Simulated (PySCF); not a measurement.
C₆ coefficients of unlike pairs at PBE0

Calculated with PySCF 2.14 from the dipole response of each species, C₆(A,B) = (3/π) ∫ α_A(iu) α_B(iu) du, in atomic units, from isotropic polarisabilities. For ions this is the dispersion term alone; charge-induced terms of lower order in 1/R come first.

```
species        configuration                                                                          basis     relativity  α (bohr³)  C₆ (like pair)
   Tl³⁺  [Xe] 4f14 5d10 (1S)                                               aug-cc-pwCVTZ-DK3 (11s10p8d5f1g)  spin-free X2C      5.236           30.11
    C²⁺        [He] 2s2 (1S)    aug-cc-pVTZ with one added diffuse shell each of s, p, d, f type (6s5p4d3f)           none      4.270           6.609
   Ca²⁺            [Ar] (1S)  x2c-QZVPPall with one added diffuse shell each of s, p, d, f type (12s8p5d4f)  spin-free X2C      3.266           10.64
     Cs        [Xe] 6s1 (2S)                                                  aug-cc-pVQZ-X2C (10s9p7d4f2g)  spin-free X2C      519.7            9918
```

Estimate C₆ for Ca²⁺ with C²⁺.

The integral gives 7.559. The combination rule 2 C_A C_B / (C_A α_B/α_A + C_B α_A/α_B) gives 7.415 and the geometric mean 8.386.

No spin-orbit coupling is included.

The other pairs:

| pair | C₆ |
| --- | --- |
| Ca²⁺, Tl³⁺ | 17.81 |
| Cs, C²⁺ | 164.4 |
| Cs, Ca²⁺ | 145.8 |
| Cs, Tl³⁺ | 235.2 |
| C²⁺, Tl³⁺ | 12.33 |
